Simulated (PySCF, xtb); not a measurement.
C₃Si, SMILES [C]1[c+]2[si-2][c+]21 (connectivity only; charge and spin as stated), neutral, multiplicity 1.

GFN2-xTB (xtb) at its own geometry gives an orbital gap of 1.61 eV and a dipole moment of 5.07 D.

Coordinates come from a r2SCAN-D4/def2-TZVP optimisation.

Question: What does ωB97X/def2-TZVPD run with PySCF give? (An estimate is asked for; the answer gives what the named calculation found.)

Answer: gap 7.48 eV (levels -9.25 and -1.77 eV), dipole 4.23 D.
